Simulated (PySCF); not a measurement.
# Scalar relativity in Ar²⁺ (argon, charge +2)

[Ne] 3s2 3p4, high-spin 3P determinant; UHF calculated with PySCF 2.14 in dyall-av3z, once non-relativistic with a point nucleus and once with spin-free X2C-1e and a Gaussian nucleus.

```json
{"shell": "1s α", "ε non-rel. (eV)": "-3258.7", "rms r non-rel. (bohr, spins averaged)": "0.09979"}
{"shell": "1s β", "ε non-rel. (eV)": "-3257.8", "rms r non-rel. (bohr, spins averaged)": "0.09979"}
{"shell": "2s α", "ε non-rel. (eV)": "-365.68", "rms r non-rel. (bohr, spins averaged)": "0.4480"}
{"shell": "2s β", "ε non-rel. (eV)": "-364.85", "rms r non-rel. (bohr, spins averaged)": "0.4480"}
{"shell": "2p α", "ε non-rel. (eV)": "-291.11", "rms r non-rel. (bohr, spins averaged)": "0.4172"}
{"shell": "2p β", "ε non-rel. (eV)": "-289.55", "rms r non-rel. (bohr, spins averaged)": "0.4172"}
{"shell": "3s α", "ε non-rel. (eV)": "-63.628", "rms r non-rel. (bohr, spins averaged)": "1.439"}
{"shell": "3s β", "ε non-rel. (eV)": "-55.681", "rms r non-rel. (bohr, spins averaged)": "1.439"}
{"shell": "3p α", "ε non-rel. (eV)": "-43.574", "rms r non-rel. (bohr, spins averaged)": "1.589"}
{"shell": "3p β", "ε non-rel. (eV)": "-40.426", "rms r non-rel. (bohr, spins averaged)": "1.589"}
```

Problem. How does scalar relativity move these shells?

Solution. 1s α: ε -3271.8 eV, radius -0.67 %; 1s β: ε -3270.9 eV, radius -0.67 %; 2s α: ε -368.07 eV, radius -0.52 %; 2s β: ε -367.23 eV, radius -0.52 %; 2p α: ε -291.21 eV, radius -0.18 %; 2p β: ε -289.64 eV, radius -0.18 %; 3s α: ε -63.918 eV, radius -0.37 %; 3s β: ε -55.964 eV, radius -0.37 %; 3p α: ε -43.569 eV, radius -0.06 %; 3p β: ε -40.418 eV, radius -0.06 %.

The total energy goes from -525.3129 to -527.1290 hartree.

Ionisation energy, Ar²⁺ [Ne] 3s2 3p4 (3P) → Ar³⁺ [Ne] 3s2 3p3 (4S) (eV):

```tsv
method	non-relativistic	spin-free X2C	shift
UHF	39.387	39.379	-0.008
MP2 (valence)	40.215	40.210	-0.005
SCS-MP2 (valence)	40.306	40.302	-0.004
CCSD (valence)	40.324	40.319	-0.004
CCSD(T) (valence)	40.350	40.346	-0.004
LDA	40.854	40.846	-0.008
PBE	40.719	40.710	-0.009
PBE0	40.718	40.709	-0.009
r2SCAN	40.687	40.681	-0.006
PW91	40.818	40.810	-0.009
```

Relativity contracts and stabilises s shells directly. The contracted s shells screen the nucleus better, so for spin-averaged p shells the direct and indirect effects partly cancel.
